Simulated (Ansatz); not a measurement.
System: methyltin tribromide, CH3Br3Sn (charge 0, singlet). SMILES: [Br][Sn]([Br])([Br])[CH3]
Structure (B3LYP-D3(BJ)/def2-TZVP (Ansatz, an electronic-structure program) minimum search):
```xyz
8

C     -2.5720    -0.3206     0.0878
Sn    -0.4499    -0.0561     0.0154
Br     0.5890    -1.5599    -1.6721
Br     0.1471     2.2819    -0.5896
Br     0.5966    -0.5558     2.2161
H     -2.7738    -1.3549     0.3553
H     -2.9708     0.3579     0.8379
H     -2.9742    -0.0898    -0.8956
```
Charge 0, spin multiplicity 1.

Parts of the frozen-core correlation energy in def2-QZVPPD (Ansatz, hartree). Frozen orbitals: 52; correlated occupied orbitals by spin: 16 and 16; virtual: 476 and 476. No spin-orbit coupling. In def2 rows, elements after Kr have scalar-relativistic effective core potentials.

| term | value |
|---|---|
| reference (HF) | -7970.55265 |
| MP2 opposite-spin | -0.63595 |
| MP2 same-spin | -0.19074 |
| CCSD correlation | -0.87693 |
| (T) | -0.04042 |
| T1 diagnostic | 0.009 |
| largest doubles amplitude | 0.013 |
